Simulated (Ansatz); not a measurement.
Reaction (formal hydrolysis of the Al–Se bond): `[NH2][AlH][SeH]` + H₂O → `[NH2][AlH][OH]` + H₂Se

Isolated molecules relaxed with PBE0-D4/def2-TZVP in Ansatz; ΔE leaves out vibrations. CCSD(T)/CBS is the MP2 limit (def2-TZVPP, def2-QZVPP) plus CCSD(T) − MP2 in def2-TZVPP, frozen cores. This one scheme is used for every species. DFT in def2-TZVPP. B3LYP here is the variant with VWN-RPA as its local correlation; programs differ in this. For Se outer-core shells are correlated without core-valence functions, which leaves a few kJ/mol of doubt a bond. Scalar relativity is left out up to krypton. Each species was taken in one conformer, which may not be the lowest.

```json
{"level": "B2PLYP", "ΔE (kJ/mol)": "-20.7"}
{"level": "B3LYP", "ΔE (kJ/mol)": "-23.0"}
{"level": "LC-ωPBE", "ΔE (kJ/mol)": "-15.6"}
{"level": "MP2/def2-SVP", "ΔE (kJ/mol)": "-19.6"}
{"level": "CCSD(T)/def2-SVP", "ΔE (kJ/mol)": "-21.0"}
{"level": "SCS-MP2/def2-QZVPP", "ΔE (kJ/mol)": "-16.1"}
{"level": "HF/CBS(def2)", "ΔE (kJ/mol)": "-22.1"}
{"level": "MP2/CBS(def2)", "ΔE (kJ/mol)": "-8.3"}
```

Q: What does CCSD(T)/CBS give? (Best estimate.)

A: Computed: -10.4 kJ/mol. The listed levels differ from it by -10.3, -12.6, -5.2, -9.2, -10.6, -5.7, -11.7, 2.1 kJ/mol.

Q: What do rigid-rotor, harmonic-oscillator terms from PBE0-D4/def2-TZVP frequencies (298.15 K, 1 bar) make of the CCSD(T)/CBS value? (Best estimate.)

A: Computed: ΔZPE = -7.0 kJ/mol, ΔH = -18.9 kJ/mol, ΔS = 1 J/(mol·K), ΔG = -19.1 kJ/mol.

Largest T1 diagnostic among the species: 0.011.

At CCSD(T), def2-SVP lies −10.7 kJ/mol from the extrapolated value and def2-TZVPP −4.8 kJ/mol. From BLYP to BHLYP (50 % exact exchange), in def2-TZVPP and without D4, ΔE moves by +3.7 kJ/mol.
